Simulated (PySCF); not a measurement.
## Working with the constants of CBr

PBE0 constants of CBr, ²Π (doublet), unpaired electrons π ↑ (basis C cc-pVTZ, Br cc-pVTZ-PP with ECP10; scalar-relativistic core potentials; PySCF 2.14; masses 12.0000 and 78.9183 u):

* ωe: 742.0 cm⁻¹
* ωexe: 3.63 cm⁻¹
* Be: 0.48964 cm⁻¹
* αe: 0.00386 cm⁻¹
* D (centrifugal): 8.53e-07 cm⁻¹
* De to C + Br: 3.70 eV

Question: Give the vibrational terms G(v) and spacings up to v = 6.

Answer: G(v) = ωe(v+½) − ωexe(v+½)².

| v | G(v) (cm⁻¹) | G(v) − G(v−1) | Bv (cm⁻¹) |
| --- | --- | --- | --- |
| 0 | 370.1 |  | 0.4877 |
| 1 | 1104.8 | 734.7 | 0.4839 |
| 2 | 1832.3 | 727.5 | 0.4800 |
| 3 | 2552.5 | 720.2 | 0.4761 |
| 4 | 3265.5 | 713.0 | 0.4723 |
| 5 | 3971.2 | 705.7 | 0.4684 |
| 6 | 4669.6 | 698.4 | 0.4646 |

Question: How well does the Morse estimate ωe²/(4ωexe) reproduce De, and what is D0?

Answer: It gives 4.70 eV, 127 % of the computed De. D0 = De − G(0) = 3.70 − 0.05 = 3.65 eV.

Spin–orbit coupling is left out. The state is the lowest determinant that a PBE0 search found; another state may lie lower at other levels.
